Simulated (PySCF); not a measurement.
C₂H₁₂OSi₃, SMILES C[C@@H]([SiH3])O[SiH2][SiH3]. Atoms are numbered in the order given.

```xyz
18

C     -1.0810    -1.7937    -0.0024
C     -0.9880    -0.3053    -0.3270
Si    -2.6811     0.5342    -0.5991
O     -0.3703     0.4327     0.7308
Si     1.2397     0.3358     1.1878
Si     2.6273     0.0466    -0.6987
H     -1.6494    -1.9558     0.9270
H     -0.0788    -2.2354     0.1330
H     -1.5795    -2.3436    -0.8165
H     -0.3975    -0.1823    -1.2593
H     -3.3978    -0.1270    -1.7318
H     -3.4999     0.4027     0.6393
H     -2.4780     1.9741    -0.9212
H      1.5540     1.6120     1.8864
H      1.4794    -0.7893     2.1447
H      2.3695    -1.2707    -1.3554
H      2.3929     1.1260    -1.7038
H      4.0589     0.0883    -0.2737
```

Geometry optimised at B3LYP-D3(BJ)/def2-SVP. The structure was generated by enumeration; whether it is a known compound was not checked. Other conformers were not sampled.

These are PBE/pcSseg-1 (PySCF) values and carry that method's errors.

GIAO shieldings, no solvent; atoms listed in one row are averaged. δ = σ(ref) − σ: ¹³C against TMS (σ = 182.0 ppm); ²⁹Si against TMS (σ = 335.4 ppm); ¹⁷O against H2O (σ = 334.3 ppm); ¹H against TMS (σ = 31.49 ppm), references at their B3LYP-D3(BJ)/def2-TZVP geometries, non-relativistic.

### Question
Estimate the chemical shifts. (An estimate is asked for; the answer gives what the named calculation found.)

### Answer

```tsv
nucleus	atoms	count	δ (ppm)
¹³C	C2	1	71.0
¹³C	C1	1	25.0
²⁹Si	Si5	1	-17.5
²⁹Si	Si3	1	-62.9
²⁹Si	Si6	1	-118.9
¹⁷O	O4	1	42.4
¹H	H15	1	5.99
¹H	H14	1	5.69
¹H	H11, H12, H13	3	4.18
¹H	H10	1	4.16
¹H	H16, H17, H18	3	3.87
¹H	H7, H8, H9	3	1.74
```
